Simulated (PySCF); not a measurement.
Species: GeH7NSi.
Cartesian coordinates in Å at the PBE0-D3(BJ)/def2-SVP level; atoms count from 1:
```
atom  x, y, z in Å
N1     1.544    0.773    0.628
Si2    0.559   -0.621    0.308
Ge3   -1.714    0.060    0.485
H4     2.548    0.661    0.722
H5     1.330    1.642    0.151
H6     0.744   -1.273   -1.036
H7     0.881   -1.660    1.333
H8    -2.672   -1.092    0.123
H9    -1.995    1.229   -0.484
H10   -2.048    0.541    1.910
```

Method used: MP2 and CCSD/aug-cc-pVDZ in PySCF, restricted Hartree–Fock reference, frozen core, non-relativistic, gas phase, PBE0-D3(BJ)/def2-SVP geometry.

E(HF) = -2422.81479 Eh.

(1) How large is the problem?

(2) What are the MP2 and CCSD correlation energies?

(3) What is the T1 diagnostic?

(4) How does correlation change the dipole moment?

Results:

(1) 149 basis functions and 60 electrons; 15 orbitals frozen, which leaves o = 15 correlated occupied and v = 119 virtual orbitals. That is o·v = 1785 singles and o·v(o·v + 1)/2 = 1594005 distinct closed-shell doubles amplitudes before symmetry; the costliest CCSD step grows as o²v⁴ = 4.5 × 10^10.

(2) MP2 -0.4239 Eh and CCSD -0.4774 Eh, which gives totals of -2423.23870 and -2423.29219 Eh. That is 0.433 eV for each correlated electron at CCSD (1253 kJ/mol in all, 0.020 % of the total energy); MP2 gives 88.8 % of the CCSD value.

(3) 0.0104, below the customary warning level of 0.02. It is the norm of the spatial-orbital singles amplitudes over the root of the number of correlated electrons, so the norm is 0.057.

(4) HF gives 1.47 D and CCSD (unrelaxed density) 1.39 D, a change of -0.08 D.

Connected triples and the basis-set limit are missing.

The job also held the EOM ionisation roots. Hardware: x86-64 server, one thread, no GPU (shared host). Cost: 2.4 min of wall time.

One conformer stands for the species.
